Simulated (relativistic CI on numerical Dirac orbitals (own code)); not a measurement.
Crystal-field levels of Fe⁶⁺, 3d2

Calculated by Dirac-Coulomb-Breit CI, KLI orbitals optimised for each configuration, model QED, valence Slater integrals scaled by 0.85, one configuration in a parametric crystal field (own radial code).

Field parameters in Wybourne normalisation: Oh B⁴₀ = 21Dq, B⁴₄ = √(5/14) B⁴₀. The field is a parameter set, without covalency.

S is read from ⟨S²⟩ = S(S + 1).

Site symmetry Oh; labels are those of the double group. Computed levels in cm⁻¹ above the lowest, in rising order:

```csv
Δ (size of 10Dq),Lowest,No. 2,No. 3,No. 4,No. 5,No. 6,No. 7,No. 8
5900,E,140 T2,1089 T1,1625 A1,5345 A2,5392 T2,5889 T1,5988 E
10600,E,85 T2,1016 T1,1503 A1,9435 A2,9485 T2,9942 T1,9996 E
15300,E,59 T2,969 T1,1429 A1,13710 A2,13720 T2,14203 T1,14236 E
20000,E,45 T2,934 T1,1375 A1,17826 T2,18093 A2,18580 T1,18600 E
24700,E,36 T2,907 T1,1332 A1,19276 T2,19899 E,22549 A2,22879 T2
29400,E,30 T2,884 T1,1297 A1,19335 T2,19780 E,27054 A2,27274 T2
34100,E,26 T2,865 T1,1268 A1,19311 T2,19676 E,31596 A2,31786 T2
38800,E,23 T2,849 T1,1244 A1,19274 T2,19586 E,36165 A2,36341 T2
43500,E,20 T2,836 T1,1223 A1,19233 T2,19508 E,40754 A2,40923 T2
```

Ground-state S against |10Dq| in cm⁻¹: 5900: 1.00, 10600: 1.00, 15300: 1.00, 20000: 1.00, 24700: 1.00, 29400: 1.00, 34100: 1.00, 38800: 1.00, 43500: 1.00.

No abrupt spin change occurs in this range.
